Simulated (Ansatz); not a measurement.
`OC=C(F)F` and `O/C=C(/F)I` differ in one atom or group.

Ansatz, PBE0-D4/def2-TZVP geometries, multiplicity 1. Each molecule was computed in one conformer, which needn't be the lowest.

Elements past krypton have def2 core potentials.

```tsv
property	`OC=C(F)F`
HOMO energy (PBE/def2-TZVPP) / eV	-5.45
HOMO–LUMO gap (ωB97M-V/def2-TZVPP) / eV	11.25
HOMO energy (PBE0/def2-TZVPP) / eV	-6.83
HOMO–LUMO gap (B3LYP/def2-TZVPP) / eV	6.86
ideal-gas entropy at 298 K and 1 bar (rigid rotor, harmonic PBE0-D4/def2-TZVP) / J/(mol·K)	300
LUMO energy (PBE/def2-TZVPP) / eV	-0.28
```

Q: Give the same properties after the change, and the shifts. (An estimate is asked.)

A: Computed: 
```json
{"property": "HOMO energy (PBE/def2-TZVPP) / eV", "`O/C=C(/F)I`": "-5.47", "shift": "-0.02"}
{"property": "HOMO–LUMO gap (ωB97M-V/def2-TZVPP) / eV", "`O/C=C(/F)I`": "9.82", "shift": "-1.43"}
{"property": "HOMO energy (PBE0/def2-TZVPP) / eV", "`O/C=C(/F)I`": "-6.70", "shift": "0.13"}
{"property": "HOMO–LUMO gap (B3LYP/def2-TZVPP) / eV", "`O/C=C(/F)I`": "5.18", "shift": "-1.68"}
{"property": "ideal-gas entropy at 298 K and 1 bar (rigid rotor, harmonic PBE0-D4/def2-TZVP) / J/(mol·K)", "`O/C=C(/F)I`": "326", "shift": "26"}
{"property": "LUMO energy (PBE/def2-TZVPP) / eV", "`O/C=C(/F)I`": "-1.95", "shift": "-1.67"}
```

With PBE0 the HOMO rises by 0.13 eV and the LUMO falls by 1.68 eV, so the gap narrows by about 1.81 eV. PBE moves the HOMO by -0.02 eV and ωB97M-V by 0.24 eV.

B3LYP here is the variant with VWN-RPA as its local correlation; programs differ in this.

Spin–orbit coupling is left out; it splits and shifts lone-pair levels of the heavy atoms by tenths of an eV.
